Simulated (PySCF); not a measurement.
Compound: C5H10FNS.
Structure used (GFN2-xTB), in Å, numbered top down from 1:
```
atom  x, y, z in Å
C1    -1.626   -1.340    0.730
N2    -1.242   -0.065    0.181
C3    -2.027    0.617   -0.650
S4    -1.631    2.023   -1.387
C5     0.085    0.419    0.487
C6     1.105    0.004   -0.579
C7     2.493    0.519   -0.235
F8     2.948   -0.079    0.917
H9    -2.647   -1.579    0.436
H10   -1.570   -1.313    1.820
H11   -0.963   -2.129    0.367
H12   -3.007    0.180   -0.823
H13    0.040    1.511    0.530
H14    0.386    0.030    1.462
H15    0.808    0.420   -1.541
H16    1.138   -1.084   -0.659
H17    2.487    1.598   -0.049
H18    3.215    0.275   -1.020
```

Computed, not measured: CAM-B3LYP/def2-SVPD in PySCF (dipole) on a GFN2-xTB geometry, gas phase.

Take the most abundant isotopes and a rigid rotor. The values belong to one conformer with, in the numbering `[CH3:1][N:2]([CH:3]=[S:4])[CH2:5][CH2:6][CH2:7][F:8]`, C1–N2–C3–S4 -176°, C1–N2–C5–C6 92°, N2–C5–C6–C7 180°, C5–C6–C7–F8 65°.

Give the principal moments of inertia and the rotational constants in MHz.

Ia = 206.46, Ib = 544.64, Ic = 708.63 u·Å²; 505379 MHz·u·Å²/I gives A = 2448, B = 927.9, C = 713.2 MHz.

What kind of rotor is it?

An asymmetric top; Ray's κ = -0.752.

What does the inertial defect say?

Not planar: Δ = Ic − Ia − Ib = -42.47 u·Å². For a rigid frame Δ = −2 Σ m c², so Σ m c² = 21.24 u·Å² lies off the ab plane: 9.21 from hydrogen and 12.02 from heavier atoms. The atom farthest from that plane is 1.38 Å away.

Give the other two planar moments, Paa and Pbb, and the rms extents of the mass along the axes.

Paa = Σ m a² = (Ib + Ic − Ia)/2 = 523.40 and Pbb = Σ m b² = (Ia + Ic − Ib)/2 = 185.22 u·Å². With the mass M = 135.05 u, the rms extents √(P/M) along a, b and c are 1.97, 1.17, 0.40 Å.

Predict some low-J microwave lines.

The dipole components are |μa| = 0.89 D, |μb| = 3.32 D, |μc| = 0.93 D. Intensities carry the squares of the components, which stand as 0.07 : 1.00 : 0.08 (a : b : c). Some lines, for components of 0.1 D or more:

```
type  branch         J(Ka,Kc)   MHz  lower level (cm⁻¹)
   c       Q  3(1,3) ← 3(0,3)  1075               0.325
   a       Q  3(1,2) ← 3(1,3)  1287               0.361
   b       Q  4(1,3) ← 4(0,4)  2946               0.537
   a       R  2(0,2) ← 1(0,1)  3261               0.055
   b       R  3(0,3) ← 2(1,2)  3514               0.208
   c       R  2(1,1) ← 1(0,1)  5232               0.055
   a       R  4(1,4) ← 3(1,3)  6096               0.361
   a       R  4(3,1) ← 3(3,0)  6611               0.817
   a       R  4(1,3) ← 3(1,2)  6947               0.404
   c       R  3(1,2) ← 2(0,2)  7202               0.164
```

Estimate the classical rotational partition function at 10 K, 100 K and 500 K.

Point group C1, symmetry number σ = 1; q = (√π/σ)·√((kT/h)³/(ABC)), k/h = 20836.6 MHz/K: 4190 at 10 K, 132000 at 100 K, 1480000 at 500 K.

Not checked by GFN2-xTB frequencies. These are rigid-rotor constants of the computed structure; measured ground-state constants (B0) also hold zero-point vibration. A rigid rotor knows nothing of internal rotation, which can split or shift real lines. Quadrupole hyperfine structure (14N) is left out.

Time: 58 s of wall time. Hardware: one thread, x86-64 server, no GPU (shared host). This is the CAM-B3LYP/def2-SVPD job that gave the dipole, with the excitations it also computed.
